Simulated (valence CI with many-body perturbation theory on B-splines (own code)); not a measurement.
Forbidden lines of Pm¹¹⁺

Calculated by configuration interaction combined with many-body perturbation theory (CI+MBPT): four valence electrons over a frozen Dirac-Fock core [Kr] 4d10, a basis of 8 s, 8 p, 9 d, 9 f, 6 g, 3 h, 2 i functions for each j, with the one-electron correlation potential Σ1, the two-electron term Σ2, the three-electron term Σ3, Breit, model QED; selected CI, second order for the rest (own B-spline code, finite nucleus).

No measured levels were compared; by estimate terms of the open shell hold to a few per cent of their energy, and close levels can change places; configurations with another count of f electrons can be misplaced by thousands of cm⁻¹. Core correlation moves these levels by up to 53000 cm⁻¹, and in measured spectra 5 to 20 % of such shifts remained as error; rates that hang on mixing are uncertain with them. Among the levels kept, up to 340 cm⁻¹ of a level comes from second order outside the variational space, and about a tenth of that is noise between levels of different J, which matters for small intervals.

Lines 51 to 100 of 110 in falling wavelength, among levels below 20.500 eV, chosen from the decays that carry over 1 % of a level's rate. Wavelengths and rates use the calculated energies, so an error of 2000 cm⁻¹ moves a line at 2065 Å by 4.1 % and its rate by three times that or more. Electric multipoles are in the length gauge, E1 and E2 with the static RPA response of the core. S is in atomic units (e²a₀⁴ for E2 and M2, e²a₀⁶ for E3), for M1 in squared Bohr magnetons. Weak lines are less certain than strong ones. Lines between different terms over intervals too small for the method are left out, as are lines whose strength nearly cancels.

Names give the largest LS component (configuration and term), which can be under half, so a name can repeat, a term be missing and a line seem to break the LS rules; names also repeat where a configuration has a term twice.

```tsv
λ vac (Å)	Upper	Lower	Type	A (s⁻¹)	S (a.u.)
2065	4f2 5s2 1S_0	4f2 5s2 1D_2	E2	7.31e+00	2.45e-01
2056	4f 5s2 5p 3D_2	4f 5s2 5p 3F_2	M1	7.71e+02	1.24e+00
2053	4f 5s2 5p 3G_4	4f2 5s2 1G_4	M1	3.50e-01	1.01e-03
2052	4f 5s2 5p 3D_3	4f 5s2 5p 3F_3	M1	7.13e+02	1.60e+00
2018	4f 5s2 5p 3G_5	4f 5s2 5p 3F_3	E2	1.28e+01	4.19e+00
1991	4f 5s2 5p 3F_4	4f 5s2 5p 3G_3	M1	4.98e+02	1.31e+00
1951	4f 5s2 5p 3D_3	4f 5s2 5p 3F_2	M1	2.41e+01	4.65e-02
1935	4f 5s2 5p 3F_3	4f2 5s2 3F_4	E2	2.15e+00	3.65e-01
1921	4f 5s2 5p 1G_4	4f 5s2 5p 3G_4	M1	2.74e+02	6.48e-01
1919	4f 5s2 5p 3F_3	4f2 5s2 3F_3	E2	3.37e+00	5.47e-01
1917	4f 5s2 5p 3F_2	4f2 5s2 3F_2	E2	5.52e+00	6.38e-01
1886	4f 5s2 5p 3D_2	4f 5s2 5p 3G_3	M1	2.56e+02	3.18e-01
1886	4f 5s2 5p 3D_2	4f 5s2 5p 3G_3	E2	2.61e+01	2.78e+00
1858	4f 5s2 5p 3D_1	4f 5s2 5p 3F_2	M1	1.05e+03	7.51e-01
1854	4f 5s2 5p 3G_4	4f2 5s2 3F_4	E2	2.23e+00	3.93e-01
1841	4f 5s2 5p 1G_4	4f 5s2 5p 3F_3	M1	2.43e+02	5.06e-01
1839	4f 5s2 5p 3G_4	4f2 5s2 3F_3	E2	1.30e+00	2.19e-01
1829	4f 5s2 5p 3F_3	4f2 5s2 3F_2	E2	1.06e+00	1.36e-01
1797	4f 5s2 5p 3D_3	4f 5s2 5p 3G_3	M1	5.65e+01	8.50e-02
1797	4f 5s2 5p 3G_3	4f2 5s2 3H_4	E2	8.98e+00	1.05e+00
1751	4f 5s2 5p 3G_4	4f2 5s2 3H_6	E2	2.91e+00	3.86e-01
1734	4f 5s2 5p 1D_2	4f 5s2 5p 3G_4	E2	2.83e+01	1.98e+00
1718	4f 5s2 5p 3D_1	4f 5s2 5p 3G_3	E2	4.09e+01	1.64e+00
1702	4f 5s2 5p 3F_3	4f2 5s2 3H_5	E2	5.21e+00	4.66e-01
1669	4f 5s2 5p 1D_2	4f 5s2 5p 3F_3	M1	1.22e+03	1.05e+00
1665	4f 5s2 5p 3F_2	4f2 5s2 3H_4	E2	1.29e+01	7.40e-01
1639	4f 5s2 5p 3G_4	4f2 5s2 3H_5	E2	9.45e+00	8.99e-01
1633	4f 5s2 5p 1G_4	4f 5s2 5p 3G_3	M1	6.37e+02	9.26e-01
1633	4f 5s2 5p 1G_4	4f 5s2 5p 3G_3	E2	1.57e+01	1.46e+00
1598	4f 5s2 5p 3F_3	4f2 5s2 3H_4	E2	1.41e+00	9.16e-02
1542	4f 5s2 5p 3G_4	4f2 5s2 3H_4	E2	7.60e-01	5.33e-02
1344	4f 5s2 5p 3D_3	4f2 5s2 3P_2	E2	2.12e+01	5.80e-01
1264	4f 5s2 5p 3D_1	4f2 5s2 3P_1	E2	3.76e+01	3.24e-01
1227	4f 5s2 5p 3D_2	4f2 5s2 1D_2	E2	2.04e+01	2.54e-01
1205	4f 5s2 5p 1G_4	4f2 5s2 1I_6	E2	1.44e+02	2.95e+00
1168	4f 5s2 5p 1D_2	4f2 5s2 3P_2	E2	3.73e+01	3.62e-01
1114	4f 5s2 5p 3F_4	4f2 5s2 1G_4	E2	2.13e+01	2.94e-01
1110	5s2 5p2 3P_0	4f 5s2 5p 3F_2	E2	3.31e+02	4.98e-01
1107	4f 5s2 5p 1F_3	4f2 5s2 3F_4	E2	5.62e+01	5.85e-01
1102	4f 5s2 5p 1F_3	4f2 5s2 3F_3	E2	2.42e+01	2.46e-01
1053	4f 5s2 5p 3F_4	4f2 5s2 3F_4	E2	3.94e+01	4.09e-01
1051	4f 5s2 5p 3D_3	4f2 5s2 1G_4	E2	1.39e+02	1.12e+00
1050	4f 5s2 5p 1D_2	4f2 5s2 1D_2	E2	8.42e+01	4.79e-01
1027	4f 5s2 5p 1F_3	4f2 5s2 3H_5	E2	1.03e+02	7.38e-01
1023	4f 5s2 5p 3D_2	4f2 5s2 3F_4	E2	5.32e+01	2.66e-01
1019	4f 5s2 5p 3F_4	4f2 5s2 3H_6	E2	1.63e+02	1.44e+00
1018	4f 5s2 5p 3D_2	4f2 5s2 3F_3	E2	1.02e+02	4.98e-01
992.4	4f 5s2 5p 1G_4	4f2 5s2 1G_4	E2	5.12e+01	3.96e-01
979.8	4f 5s2 5p 3F_4	4f2 5s2 3H_5	E2	3.02e+01	2.19e-01
966.9	4f 5s2 5p 3D_1	4f2 5s2 3F_3	E2	7.28e+01	1.65e-01
```
